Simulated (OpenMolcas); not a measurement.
An OpenMolcas run meant for Dy III (ANO-R3, X2C; inactive shells 1s 2s 2p 3s 3p 3d 4s 4p 4d 5s 5p; intended active space 10 electrons in 7 orbitals (4f)). One step of its input:

```
&CASPT2
Multistate=30 1 2 3 4 5 6 7 8 9 10 11 12 13 14 15 16 17 18 19 20 21 22
23 24 25 26 27 28 29 30
Frozen=14 9
IPAE=0.25
Imaginary=0.1
MaxIter=60
WThr=0.0 0.3 0.05
PrWF=0.5
NoMix
```

Lines from the output:

```
|       MOLCAS_SOURCE = <dir>
  |    MOLCAS_STRUCTURE = 0
  |
   --------------------------------------------------------------------------------------
++ ---------   Input file   ---------
>>> COPY JOB001 $Project.JobIph
&CASPT2
Multistate=30 1 2 3 4 5 6 7 8 9 10 11 12 13 14 15 16 17 18 19 20 21 22
23 24 25 26 27 28 29 30
Frozen=14 9
IPAE=0.25
Imaginary=0.1
MaxIter=60
WThr=0.0 0.3 0.05
PrWF=0.5
NoMix
-- ----------------------------------
>>> COPY JOB001 a.JobIph
*** symbolic link created: INPORB -> a.RasOrb
--- Start Module: caspt2 at  ---
()()()()()()()()()()()()()()()()()()()()()()()()()()()()()()()()()()()()()()()()()()()()()()()()()()
                                              &CASPT2
                                   only a single process is used
                       available to each process: 2.3 GB of memory, 1 thread
()()()()()()()()()()()()()()()()()()()()()()()()()()()()()()()()()()()()()()()()()()()()()()()()()()
 ###    ERROR: Unrecognized keyword: IPAE                                    ###
--- Stop Module: caspt2 at  /rc=_RC_INPUT_ERROR_ ---
.####################.
.# User input error #.
.####################.
```

**Question.** What is wrong with the input?

**Answer.** A keyword is misspelt. OpenMolcas reads the first four letters of a keyword, so the setting is refused or falls back to its default.
